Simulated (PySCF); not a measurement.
# Ionisation energy of Ge(17+) by level of theory

Ge(17+) [Ne] 3s2 3p3 (4S) → Ge(18+) [Ne] 3s2 3p2 (3P), as a difference of total energies. Computed with PySCF 2.14 in an even-tempered Gaussian basis (18 s from 1.5 bohr⁻², ratio 2.5; 12 p from 2 bohr⁻², ratio 2.5; 5 d from 9.5 bohr⁻², ratio 2.7; 4 f from 14 bohr⁻², ratio 2.7), with scalar relativity by spin-free X2C-1e. Correlated levels: outer shells: 1s2 frozen; virtual orbitals above 40 to 60 times the deepest correlated orbital energy dropped. The calculations carry no spin-orbit coupling.

| method | ionisation energy (eV) |
| --- | --- |
| UHF | 660.30 |
| LDA | 661.08 |
| PBE0 | 661.26 |
| r2SCAN | 661.74 |
| BP86 | 661.21 |
| MP2 (outer shells) | 660.86 |
| SCS-MP2 (outer shells) | 660.62 |

Estimate what B3LYP gives.

661.34 eV, closest to PBE0 among the rows shown.

Estimate what PBE gives.

661.13 eV, closest to LDA among the rows shown.

Spin-orbit coupling is strong in these open shells (close to jj coupling). The scalar numbers leave it out and a first-order estimate fails, so it can dominate the gap to the real levels.

Breit and QED terms and the two-electron picture change are absent.

For comparison: 662.8 ± 1.9 eV (semi-empirical (NIST evaluation); NIST Atomic Spectra Database, ionization energies).
